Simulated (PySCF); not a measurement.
A compound of formula [C15H20N]+ has these computed shifts in ppm, with the number of atoms in brackets (GIAO KT3/pcSseg-1, IEF-PCM dimethylsulfoxide, PySCF SCF with an in-house response code, fitting set def2-universal-JFIT, grid level 2, non-relativistic, on the GFN2-xTB geometry; 13C, 1H against isolated TMS; 15N against isolated NH3).

1H: 9.22 (1), 8.55 (1), 8.50 (1), 8.47 (1), 8.42 (1), 8.36 (1), 8.34 (1), 4.91 (2), 2.19 (2), 1.32 (2), 1.32 (2), 1.22 (2), 0.96 (3)
13C: 141.4 (1), 133.2 (1), 131.0 (1), 130.5 (1), 128.0 (1), 127.0 (1), 123.8 (1), 123.6 (1), 122.7 (1), 64.4 (1), 42.2 (1), 39.3 (1), 34.0 (1), 30.9 (1), 18.0 (1)
15N: 220.0 (1)

Problem. Which structure gave them?

Solution. CCCCCC[n+]1ccc2ccccc2c1. Other isomers were not compared.
